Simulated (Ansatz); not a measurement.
Reaction (ligand exchange at the Si–S bond): `[SiH3]S[SiH2]S` + `[OH][Ga]([Cl])[Cl]` → `[SiH3][O][Ga]([Cl])[Cl]` + `S[SiH2]S`

Isolated molecules relaxed with PBE0-D4/def2-TZVP in Ansatz; ΔE leaves out vibrations. CBS: MP2 limit from def2 TZ/QZ plus the TZ coupled-cluster correction, frozen cores. Functionals use def2-TZVPP. B3LYP here is the variant with VWN-RPA as its local correlation; programs differ in this. For Ga outer-core shells are correlated without core-valence functions, which leaves a few kJ/mol of doubt a bond. Scalar relativity is left out up to krypton. One conformer a species, not always the lowest.

`[SiH3]S[SiH2]S`:

Cartesian coordinates in Å:
```
Si 0.396 -1.531 -0.698
S -1.152 -1.091 0.710
Si -0.654 0.958 1.044
S -0.517 2.154 -0.721
H 0.647 -2.990 -0.619
H -0.003 -1.162 -2.077
H 1.631 -0.784 -0.336
H -1.771 1.506 1.845
H 0.638 1.052 1.764
H 0.786 1.888 -0.911
```

`[OH][Ga]([Cl])[Cl]`:

Cartesian coordinates in Å:
```
O -0.809 -0.987 -0.609
Ga 0.368 0.148 0.055
Cl 2.406 -0.105 -0.427
Cl -0.254 1.739 1.316
H -1.710 -0.794 -0.335
```

`[SiH3][O][Ga]([Cl])[Cl]`:

Cartesian coordinates in Å:
```
Si -1.208 -0.785 0.221
O 0.355 -0.341 0.452
Ga 1.505 0.838 -0.149
Cl 0.933 2.232 -1.635
Cl 3.461 0.837 0.640
H -1.756 -0.179 -1.022
H -2.023 -0.338 1.380
H -1.267 -2.264 0.114
```

`S[SiH2]S`:

Cartesian coordinates in Å:
```
S -1.788 -0.138 -0.205
Si 0.305 0.284 -0.281
S 1.022 0.563 1.702
H -1.794 -0.777 -1.388
H 0.980 -0.833 -0.987
H 0.618 1.565 -0.958
H 0.658 -0.663 2.116
```

```tsv
level	ΔE (kJ/mol)	difference from CCSD(T)/CBS
PBE-D4	-15.8	17.5
r2SCAN-D4	-28.5	4.8
PBE0-D4	-22.2	11.1
B3LYP-D4	-35.8	-2.5
ωB97X-V	-34.4	-1.1
ωB97M-V	-32.5	0.8
B2PLYP	-40.2	-6.9
PBE	-19.4	13.9
r2SCAN	-29.3	4.0
PBE0	-25.4	7.9
B3LYP	-41.8	-8.5
HF/def2-TZVPP	-63.0	-29.7
MP2/def2-TZVPP	-33.5	-0.2
SCS-MP2/def2-TZVPP	-41.4	-8.1
CCSD/def2-TZVPP	-42.7	-9.4
CCSD(T)/def2-TZVPP	-37.7	-4.4
HF/def2-QZVPP	-64.8	-31.5
MP2/def2-QZVPP	-31.6	1.7
SCS-MP2/def2-QZVPP	-39.5	-6.2
HF/CBS(def2)	-65.1	-31.8
MP2/CBS(def2)	-29.1	4.2
CCSD/CBS(def2)	-38.3	-5.0
CCSD(T)/CBS	-33.3	0
```

Largest T1 diagnostic among the species: 0.012.

The D4 term adds +6.0 kJ/mol with B3LYP and +3.1 kJ/mol with PBE0; it sums over pairs of atoms, weighted by their polarisabilities, and B3LYP, whose exchange is more repulsive, gets the larger term. From PBE to PBE0 (25 % exact exchange), in def2-TZVPP and without D4, ΔE moves by −5.9 kJ/mol.
